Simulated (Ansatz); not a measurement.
`[F][W]([F])([F])([F])=[S]` + HCl → `[F][W]([F])([F])(=[S])[Cl]` + H–F at 700 K and 1 bar (ligand exchange at a W–F bond).

Computed with Ansatz on PBE0-D4/def2-TZVP structures; ΔE is electronic, products minus reactants. CCSD(T)/CBS adds triple-zeta CCSD(T) − MP2 to the extrapolated MP2 energy (def2 sets, frozen cores). This one scheme is used for every species. def2 core potentials past Kr. For W outer-core shells are correlated without core-valence functions, which leaves a few kJ/mol of doubt a bond.

```json
{"species": "`[F][W]([F])([F])([F])=[S]`", "CCSD(T)/CBS energy (Eh)": "-864.13195", "H − E (kJ/mol)": "98.5", "S (J/(mol·K))": "450.3"}
{"species": "HCl", "CCSD(T)/CBS energy (Eh)": "-460.38127", "H − E (kJ/mol)": "38.4", "S (J/(mol·K))": "211.8"}
{"species": "`[F][W]([F])([F])(=[S])[Cl]`", "CCSD(T)/CBS energy (Eh)": "-1224.11335", "H − E (kJ/mol)": "97.6", "S (J/(mol·K))": "475.5"}
{"species": "H–F", "CCSD(T)/CBS energy (Eh)": "-100.39570", "H − E (kJ/mol)": "45.2", "S (J/(mol·K))": "198.5"}
```

H − E and S are ideal-gas, rigid-rotor, harmonic terms from PBE0-D4/def2-TZVP. 1 Eh = 2625.50 kJ/mol, R = 8.31446 J/(mol·K).

Q: By hand: ΔE, ΔH, ΔS and ΔG.

A: ΔE = (-1224.11335) + (-100.39570) − (-864.13195) − (-460.38127) = 0.00417 Eh = 10.9 kJ/mol. Δ(H − E) = 97.6 + 45.2 − 98.5 − 38.4 = 5.9, so ΔH = 16.8 kJ/mol. ΔS = 475.5 + 198.5 − 450.3 − 211.8 = 11.9 J/(mol·K). ΔG = 16.8 − 700 × (11.9)/1000 = 8.5 kJ/mol.

Q: By hand: the equilibrium constant, and the temperature at which ΔG would vanish if ΔH and ΔS stayed fixed.

A: log₁₀ K = −ΔG/(RT ln 10) = -0.6. ΔG = 0 at ΔH/ΔS = 1412 K, though so small a ΔS makes that figure unsure.

TΔS isn't small against ΔH here. A doubt of 5 kJ/mol in ΔE shifts log₁₀ K by 0.4 here. These are equilibria of isolated gas molecules and say nothing of rates. Largest T1 diagnostic: 0.021 (customary marks: 0.02 for closed shells, 0.045 for open ones).
